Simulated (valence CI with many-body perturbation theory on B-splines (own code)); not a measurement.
Hyperfine factors and g values of Ru³⁰⁺

Computed by configuration interaction combined with many-body perturbation theory (CI+MBPT): four valence electrons over a frozen Dirac-Fock core [Ne], radial functions for each j: 11 s, 11 p, 9 d, 7 f, 5 g, 2 h, 1 i, with the one-electron correlation potential Σ1, the two-electron term Σ2, the three-electron term Σ3, Breit, model QED; selected CI, second order for the rest (own B-spline code, finite nucleus).

No measured spectrum was set against this ion. As an estimate, large intervals hold to a few tenths of a per cent, small ones and those within an open d or f shell to about a per cent.

A/g_I is the dipole constant over the nuclear g factor μ/I (μ in nuclear magnetons, uniformly magnetised nucleus), B/Q the quadrupole constant per barn. Both hold the static response of the core; the bare values leave it out. Large factors of s and p1/2 electrons are usually good to 5 to 10 %; those of open d and f shells near neutrality can be off by tens of per cent, and small factors of p3/2, d and f electrons come from cancelling terms and can be off by a factor of two or in sign, in half-filled shells by more. B is blank for J = 1/2, where it vanishes, and for nearly pure S terms. Energies count from the lowest level. Levels with J = 0 are left out.

Levels are named by their leading jj configuration (3d3/2^4 stands for four electrons in 3d with j = 3/2), which in mixed levels can hold well under half, so a name can repeat and another be missing. Letters in brackets count levels of one name in rising energy.

| Level | E (eV) | g | A/g_I (MHz) | A/g_I bare | B/Q (MHz/b) | B/Q bare |
| --- | --- | --- | --- | --- | --- | --- |
| (3s^2 3p1/2 3p3/2) J=1 | 25.73 | 1.498 | -6510 | -5210 | 31800 | 31000 |
| (3s^2 3p1/2 3p3/2) J=2 | 30.46 | 1.226 | 73500 | 72000 | 37800 | 37000 |
| (3s^2 3p3/2^2) J=2 | 59.71 | 1.267 | 37100 | 36800 | 25600 | 25000 |
| (3s 3p1/2^2 3p3/2) J=2 | 98.11 | 1.771 | 171000 | 167000 | 30300 | 29700 |
| (3s 3p1/2^2 3p3/2) J=1 | 113.84 | 0.845 | -87500 | -83900 | 49700 | 48600 |
| (3s 3p1/2 3p3/2^2) J=2 [a] | 123.27 | 1.413 | 116000 | 113000 | 47200 | 46200 |
| (3s 3p1/2 3p3/2^2) J=3 | 130.77 | 1.324 | 145000 | 141000 | -9760 | -9420 |
| (3s^2 3p1/2 3d3/2) J=2 | 135.36 | 0.900 | 47600 | 47000 | -14700 | -13800 |
| (3s 3p1/2 3p3/2^2) J=1 [a] | 143.97 | 1.281 | 134000 | 131000 | -52200 | -51000 |
| (3s 3p1/2 3p3/2^2) J=2 [b] | 148.75 | 0.958 | 23400 | 23400 | 4300 | 4580 |
| (3s^2 3p1/2 3d5/2) J=3 | 154.23 | 1.103 | 43700 | 43200 | 31200 | 31300 |
| (3s 3p1/2 3p3/2^2) J=1 [b] | 155.29 | 1.400 | 53300 | 53300 | 1830 | 1900 |
| (3s^2 3p1/2 3d5/2) J=2 | 160.01 | 1.305 | 50600 | 50000 | -12700 | -11900 |
| (3s^2 3p1/2 3d3/2) J=1 | 161.27 | 0.944 | -31200 | -29000 | 16300 | 16200 |
| (3s 3p3/2^3) J=2 | 166.32 | 1.290 | 85900 | 84000 | -18000 | -17400 |
| (3s^2 3p3/2 3d5/2) J=4 | 176.64 | 1.247 | 17300 | 17700 | 77500 | 76700 |
| (3s^2 3p3/2 3d3/2) J=1 | 181.37 | 1.192 | 11000 | 11900 | -17200 | -17000 |
| (3s^2 3p3/2 3d3/2) J=2 | 183.11 | 1.060 | 13300 | 13900 | -11300 | -11000 |
| (3s^2 3p3/2 3d3/2) J=3 | 184.39 | 1.225 | 32700 | 32800 | 16300 | 16300 |
| (3s 3p3/2^3) J=1 | 191.65 | 1.338 | -60800 | -57000 | -18300 | -18000 |
| (3s^2 3p3/2 3d5/2) J=2 | 193.89 | 1.275 | 73200 | 71800 | -45500 | -44400 |
| (3s^2 3p3/2 3d5/2) J=3 | 198.44 | 1.083 | 22200 | 22200 | 41800 | 41800 |
| (3s^2 3p3/2 3d5/2) J=1 | 206.27 | 0.976 | -15400 | -14100 | 6240 | 6370 |
| (3s 3p1/2^2 3d3/2) J=1 | 211.06 | 0.255 | -116000 | -112000 | 3280 | 3560 |
| (3s 3p1/2^2 3d3/2) J=2 | 212.36 | 1.239 | 108000 | 106000 | 8480 | 8770 |
| (3p1/2^2 3p3/2^2) J=2 | 219.03 | 1.236 | 8710 | 9950 | -2990 | -2690 |
| (3s 3p1/2^2 3d5/2) J=3 | 221.67 | 1.367 | 86400 | 84900 | 22000 | 22400 |
| (3s 3p1/2 3p3/2 3d3/2) J=1 [a] | 232.40 | 1.299 | 94700 | 93100 | -29900 | -29500 |
| (3s 3p1/2 3p3/2 3d3/2) J=2 [a] | 232.96 | 1.064 | 41200 | 40800 | -24200 | -23500 |
| (3s 3p1/2 3p3/2 3d3/2) J=3 [a] | 234.72 | 1.251 | 98200 | 96200 | -22100 | -21400 |
| (3s 3p1/2 3p3/2 3d5/2) J=4 [a] | 236.62 | 1.354 | 75300 | 74200 | 39600 | 39500 |
| (3s 3p1/2 3p3/2 3d3/2) J=2 [b] | 238.02 | 1.020 | 25400 | 25500 | -7600 | -7100 |
| (3s 3p1/2 3p3/2 3d5/2) J=4 [b] | 240.38 | 1.345 | 103000 | 101000 | 31700 | 31300 |
| (3s 3p1/2 3p3/2 3d5/2) J=1 [a] | 243.50 | 1.460 | -24600 | -21700 | -19100 | -18700 |

Question: Take the isotope of mass number 101, with I = 5/2, μ = -0.718 μN and Q = 0.46 b. What is the hyperfine structure of (3s^2 3p1/2 3p3/2) J=2?

Answer: From the table A = -21100 MHz, B = 17400 MHz. Shifts from the centre of gravity in MHz: F = 1/2: 160000, F = 3/2: 120000, F = 5/2: 59000, F = 7/2: -17900, F = 9/2: -101000.
